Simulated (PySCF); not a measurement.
Positional isomers: styrene fluoro+silyl. Isolated molecules, 0 K electronic values unless said otherwise. One relaxed conformer stands for each flexible species; it need not be the lowest. Strings in code marks are SMILES.

Quantity: electronic energy of isomers of C8H9FSi relative to `C=Cc1ccc([SiH3])c(F)c1` (C–C–C–C torsion 179°), in kcal/mol.

Level 1: PBE-D3(BJ)/def2-TZVP // PBE0-D3(BJ)/def2-SVP (PySCF)
Level 2: B3LYP/6-311+G** // PBE0-D3(BJ)/def2-SVP (PySCF)
Level 3: PBE/6-31G* // PBE0-D3(BJ)/def2-SVP (PySCF)
Level 4: SVWN5/6-31G* // PBE0-D3(BJ)/def2-SVP (PySCF)

| species | level 2 | level 3 | level 4 |
|---|---|---|---|
| `C=Cc1cc(F)cc([SiH3])c1` (C–C–C–C torsion 1°) | 1.86 | 2.82 | 2.96 |
| `C=C(F)c1ccccc1[SiH3]` (F–C–C–C torsion 157°) | 2.70 | 2.16 | 0.69 |
| `C=Cc1ccc(F)c([SiH3])c1` (C–C–C–C torsion 1°) | 0.42 | 0.31 | 0.32 |
| `C=C(F)c1ccc([SiH3])cc1` (F–C–C–C torsion 5°) | 0.92 | 1.63 | 1.31 |
| `C=C([SiH3])c1cccc(F)c1` (Si–C–C–C torsion 144°) | 2.96 | 3.81 | 3.25 |

Task: What does level 1 give for each, and how far do the other levels lie from it on average?

Result: 
- `C=Cc1cc(F)cc([SiH3])c1` (C–C–C–C torsion 1°): 1.85
- `C=C(F)c1ccccc1[SiH3]` (F–C–C–C torsion 157°): 1.96
- `C=Cc1ccc(F)c([SiH3])c1` (C–C–C–C torsion 1°): 0.34
- `C=C(F)c1ccc([SiH3])cc1` (F–C–C–C torsion 5°): 1.11
- `C=C([SiH3])c1cccc(F)c1` (Si–C–C–C torsion 144°): 2.40
Mean absolute difference from level 1, which has limits of its own, over these rows (drawn at random from the members that have all these levels): level 2 0.32 kcal/mol, level 3 0.62 kcal/mol, level 4 0.69 kcal/mol.
